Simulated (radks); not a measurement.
The numbers below are computed, except where a source is named.
Ionisation of the neon ion Ne+, [He] 2s2 2p5, to Ne2+, [He] 2s2 2p4, under several functionals. Scalar-relativistic Kohn-Sham, spin-polarised, spherical densities, finite nucleus; open shells are filled with parallel spins first; a radial shooting solver on a logarithmic mesh with Libxc functionals.

functional                                        E(Ne+) (hartree)  Exc (hartree)  IE (eV)  -e(HOMO) (eV)  <r> HOMO (bohr)  IE error (eV)
SOGGA                                                   -127.80351      -11.42377   41.089         30.938           0.8936         +0.126
XLYP                                                    -128.37920      -12.01996   41.457         31.248           0.8947         +0.494
PBE                                                     -128.20606      -11.84244   41.371         31.180           0.8930         +0.408
Wu-Cohen GGA                                            -128.04913      -11.68197   41.360         31.173           0.8914         +0.397
SCAN                                                    -128.27391      -11.92778   41.391         31.525           0.8927         +0.428
LDA (Slater exchange, Perdew-Zunger correlation)        -127.55710      -11.16253   41.623         31.406           0.8930         +0.660
exchange-only LDA                                       -126.88236      -10.46601   39.525         29.523           0.8996         -1.438
PBEsol                                                  -127.86735      -11.48916   41.243         31.081           0.8932         +0.280

NIST Atomic Spectra Database: 40.963 eV (measured). Closest: SOGGA. The Delta-SCF values span 2.10 eV, the total energies 1.50 hartree. The highest occupied level is 2p. Open shells are spherical and high-spin; term and fine-structure splittings are not resolved.
